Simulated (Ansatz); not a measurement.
Consider the ligand exchange at the Si–O bond: `[SiH3]N[SiH2]O[SiH3]` + H₂S → `[SiH3]N[SiH2]S` + silanol.

Program: Ansatz. Geometries: PBE0-D4/def2-TZVP. ΔE: electronic, gas phase. CCSD(T)/CBS is the MP2 limit (def2-TZVPP, def2-QZVPP) plus CCSD(T) − MP2 in def2-TZVPP, frozen cores. This one scheme is used for every species. One conformer a species, not always the lowest.

```json
{"species": "`[SiH3]N[SiH2]O[SiH3]`", "CCSD(T)/CBS(def2) energy (Eh)": "-1002.66273"}
{"species": "H₂S", "CCSD(T)/CBS(def2) energy (Eh)": "-398.97279"}
{"species": "`[SiH3]N[SiH2]S`", "CCSD(T)/CBS(def2) energy (Eh)": "-1034.92193"}
{"species": "`O[SiH3]`", "CCSD(T)/CBS(def2) energy (Eh)": "-366.69042"}
```

Work out ΔE.

ΔE = (-1034.92193) + (-366.69042) − (-1002.66273) − (-398.97279) = 0.02317 Eh = +14.5 kcal/mol.

Largest T1 diagnostic among the species: 0.011.

In def2-TZVPP, CCSD(T) changes the Hartree–Fock value by −2.8 kcal/mol (the triples alone add −0.6 kcal/mol) and MP2 by −3.6 kcal/mol. From PBE to PBE0 (25 % exact exchange), in def2-TZVPP and without D4, ΔE moves by +1.2 kcal/mol.
